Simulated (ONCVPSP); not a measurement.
# Before and after: ONCV potential for In

* Element: indium
* Generator: ONCVPSP 4.0.1
* Type: optimised norm-conserving Vanderbilt (ONCV)
* Functional: PBE
* Relativity: scalar-relativistic
* Frozen core: [Kr]
* Valence charge: 13
* Reference configuration: 4d10 5s2 5p1
* Partial waves: 5s: rc 2.35 bohr, ncon 4, nbas 8, qcut 2.2 1/bohr, 1 projector; 5p: rc 2.20 bohr, ncon 3, nbas 7, qcut 4.1 1/bohr, 2 projectors, debl 1.6 Ha; 4d: rc 1.15 bohr, ncon 3, nbas 5, qcut 7 1/bohr, 1 projector
* Local potential: polynomial inside 1.15 bohr (lpopt 5, dvloc0 0 Ha)
* Core correction: Teter function, fcfact 4.75, rcfact 1.55

Change: all radii but the core radius scaled by about 1.09 (s 2.56, p 2.40, d 1.26 bohr); local potential polynomial inside 1.26 bohr (lpopt 5, dvloc0 0 Ha).

Cutoffs: the cutoffs (Ha) at which the residual kinetic energy of the hardest occupied pseudo-wave falls to 1 and 0.1 mHa per electron; they do not see the model core or the augmentation charge, which bear on the density cutoff. Errors are all-electron minus pseudo energies relative to the spin-unpolarised reference configuration.

Q: Predict the effect on cutoff, ghosts and configuration errors.

A: The potential gets softer (62 Ha and 102 Ha → 54 Ha and 90 Ha); the bound ghosts move from p, s to s; the lowest positive-energy flag moves from none to p at 23.2 eV; of the 3 tests that both files solve, the error grows in 0 and shrinks in 2 by more than 15 % and 0.3 meV (median size 8.6 → 9.0 meV). A larger radius leaves more room for a smooth pseudo-wave, so fewer plane waves are needed.

| quantity | base | changed |
| --- | --- | --- |
| cutoff, loose | 62 Ha | 54 Ha |
| cutoff, tight | 102 Ha | 90 Ha |
| loose cutoff by channel | s 24 Ha, p 4.6 Ha, d 62 Ha | s 18 Ha, p 4.6 Ha, d 54 Ha |
| bound ghosts | s, p | s |
| GHOST(+) flags under 300 eV | none | p at 23.2 eV |
| tests with a reliable result | 3 of 4 | 3 of 4 |
| error for 4d10 5s2 5p0, meV [ΔE 5.36 eV] | -1.6 | -1.3 |
| error for 4d10 5s1 5p0, meV [ΔE 24.60 eV] | -8.6 | -9.0 |
| error for 4d9 5s2 5p1, meV [ΔE 25.12 eV] | -58 | -36 |
| rms error of d²Exc/dni dnj with the model core, mHa | 0.43 | 0.54 |

 A true bound ghost makes a file unfit for plane-wave use even where its test errors are small: the radial tests pick states by their node count and pass the ghost by.
